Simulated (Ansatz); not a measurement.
Two isomers of CH7BClNSi: A = `NBC[SiH2]Cl`, B = `N[SiH2]CBCl`.

Isolated molecules relaxed with PBE0-D4/def2-TZVP in Ansatz; ΔE leaves out vibrations. CBS: MP2 limit from def2 TZ/QZ plus the TZ coupled-cluster correction, frozen cores. Functionals use def2-TZVPP. B3LYP here is the variant with VWN-RPA as its local correlation; programs differ in this. Each species was taken in one conformer, which may not be the lowest.

A:

```xyz
12

N     0.0004    0.8755    1.8176
B     0.7280    0.7171    0.6445
C     0.0212    0.5621   -0.7480
Si   -0.2693   -1.2225   -1.1826
Cl   -1.6458   -2.0331    0.1293
H     0.4323    0.9369    2.7227
H    -1.0057    0.8864    1.8487
H     1.9239    0.6667    0.7337
H    -0.9550    1.0578   -0.7940
H     0.6440    0.9652   -1.5550
H     0.9672   -2.0343   -1.0739
H    -0.8412   -1.3778   -2.5430
```

B:

Z-matrix (Å, degrees):
```
Si
C 1 1.890
N 1 1.718 2 109.4
H 1 1.492 2 107.2 3 126.2
H 1 1.486 2 110.0 3 -116.7
B 2 1.530 1 109.4 3 -60.9
H 2 1.094 1 104.7 3 59.7
H 2 1.094 1 105.3 3 176.7
H 3 1.007 1 120.9 2 58.4
H 3 1.007 1 119.4 2 -157.3
Cl 6 1.756 2 121.1 1 -92.0
H 6 1.195 2 123.2 1 84.0
```

**Question.** Which is lower in electronic energy at CCSD(T)/CBS, and by how much? (An estimate is asked.)

**Answer.** Computed: A, by 88.2 kJ/mol.

**Question.** Give E(B) − E(A) in kJ/mol with PBE-D4, HF/def2-TZVPP, ωB97M-V, r2SCAN-D4, B3LYP-D4, B3LYP, B2PLYP. (Estimate.)

**Answer.** Ansatz gave: PBE-D4 90.4, HF/def2-TZVPP 88.4, ωB97M-V 90.4, r2SCAN-D4 88.8, B3LYP-D4 90.5, B3LYP 90.4, B2PLYP 88.9. None reverses the order clearly.

Largest T1 diagnostic: 0.011.
